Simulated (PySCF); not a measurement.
C6H11N3.
SMILES: `CCc1cnn(CC)n1`

All values: CAM-B3LYP/def2-SVPD (PySCF, non-relativistic), on one gas-phase PBE0-D3(BJ)/def2-SVP geometry that isn't relaxed in the solvent. The solvent is an IEF-PCM continuum (cavity from Bondi-type radii × 1.2), and excitations are vertical TDDFT with non-equilibrium linear response and a frozen core. The model holds no explicit solvent molecules, cavitation or dispersion.

Gas-phase singlets (H = HOMO, L = LUMO):

```tsv
state	E (eV)	λ (nm)	f	leading configurations
S1	6.357	195	0.222	H→L 87%
S2	6.520	190	0.002	H-2→L 84%, H-2→L+1 8%
S3	7.256	171	0.025	H→L+1 60%, H-1→L 16%
S4	7.352	169	0.019	H-3→L 49%, H-1→L 16%
S5	7.369	168	0.005	H-3→L 27%, H-1→L 25%
```

Question: What are the lowest 5 singlets in chloroform (ε = 4.711)?

Answer: 
| state | E (eV) | λ (nm) | f | leading configurations | change by rank (eV) |
| --- | --- | --- | --- | --- | --- |
| S1 | 6.239 | 199 | 0.286 | H→L 93% | -0.118 |
| S2 | 6.617 | 187 | 0.001 | H-2→L 91% | +0.097 |
| S3 | 7.274 | 170 | 0.015 | H-1→L 40%, H→L+1 32% | +0.018 |
| S4 | 7.357 | 169 | 0.041 | H→L+1 46%, H-1→L 19% | +0.005 |
| S5 | 7.388 | 168 | 0.008 | H-3→L 70% | +0.019 |

Question: The ground-state energy changes by -0.170 eV from gas to chloroform. By how much does the total energy of gas-phase S1 change?

Answer: E(S1) = E(S0) + excitation energy, so it changes by -0.170 − 0.118 = -0.288 eV: it is lowered more than the ground state, which is what a red shift means. This is the vertical state, with the slow part of the continuum still set for S0.

Question: How do the frontier levels move from gas to chloroform?

Answer: 
| orbital | gas (eV) | solvent (eV) | change (eV) |
| --- | --- | --- | --- |
| LUMO+2 | 1.69 | 1.85 | +0.16 |
| LUMO+1 | 1.46 | 1.52 | +0.06 |
| LUMO | 1.03 | 0.95 | -0.08 |
| HOMO | -8.52 | -8.55 | -0.03 |
| HOMO-1 | -9.52 | -9.67 | -0.15 |
| HOMO-2 | -9.86 | -10.09 | -0.23 |
| HOMO-3 | -10.45 | -10.55 | -0.10 |

The HOMO–LUMO gap goes from 9.55 to 9.50 eV.

Time: 91 s wall; peak memory 1.6 GiB. Hardware: one thread, Arm Neoverse V2 (aarch64), no GPU, shared host with 192 logical CPUs at a one-minute load of 225. This is the whole response run at CAM-B3LYP/def2-SVPD in chloroform, SCF included.

Conformer computed: `[CH3:1][CH2:2][c:3]1[cH:4][n:5][n:6]([CH2:7][CH3:8])[n:9]1`: C1–C2–C3–C4 90°, N5–N6–C7–C8 -86°.
